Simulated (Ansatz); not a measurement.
Name a neutral molecule of B, Br, Cl, S and H with ideal-gas entropy at 298 K and 1 bar (rigid rotor, harmonic PBE0-D4/def2-TZVP) between 317 and 333 J/(mol·K) and HOMO energy (ωB97M-V/def2-TZVPP) between -10.55 and -10.25 eV (Ansatz, PBE0-D4/def2-TZVP geometry).

`SB(Cl)Br` (322 J/(mol·K), -10.44 eV). Other molecules can fit too; these were computed, each in one conformer that needn't be the lowest.
